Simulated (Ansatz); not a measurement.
Reaction R1 → P1 + P2, each structure at its B3LYP-D3(BJ)/def2-TZVP stationary point, reached from a drawn start (curvature not checked).
R1, AlH3 (SMILES [AlH3]) (charge 0, multiplicity 1):
```xyz
4

Al     0.000     0.000     0.001
H      1.580    -0.010    -0.009
H     -0.782     1.373    -0.002
H     -0.799    -1.364     0.011
```
P1: AlH (SMILES [AlH]), charge 0, multiplicity 1.
P2, H2 (SMILES [H][H]) (charge 0, multiplicity 1):
```xyz
2

H      0.000     0.000     0.372
H      0.000     0.000    -0.372
```

P less R. No zero-point or thermal terms.

Correlated levels freeze the cores.

Run with Ansatz (a program for electronic structure) with Gaussian orbitals. Each number belongs to the level named beside it.

Total energies in hartree:

| structure | PBE/def2-TZVPP | B3LYP/def2-TZVPP | CCSD(T)/cc-pV(Q+d)Z |
|---|---|---|---|
| R1 | -244.050952 | -244.233113 | -243.772548 |
| P1 | -242.837808 | -243.006147 | -242.550380 |
| P2 | -1.166122 | -1.180004 | -1.173794 |

Work out the reaction energy at each level in eV (1 hartree = 27.21139 eV), and say how far PBE/def2-TZVPP lies from CCSD(T)/cc-pV(Q+d)Z.


- PBE/def2-TZVPP: (-242.837808) + (-1.166122) − (-244.050952) = 0.047022 hartree = 1.280 eV
- B3LYP/def2-TZVPP: (-243.006147) + (-1.180004) − (-244.233113) = 0.046962 hartree = 1.278 eV
- CCSD(T)/cc-pV(Q+d)Z: (-242.550380) + (-1.173794) − (-243.772548) = 0.048374 hartree = 1.316 eV
PBE/def2-TZVPP less CCSD(T)/cc-pV(Q+d)Z: -0.036 eV. CCSD(T)/cc-pV(Q+d)Z is the level counted from, the highest shown, and no exact or measured value.
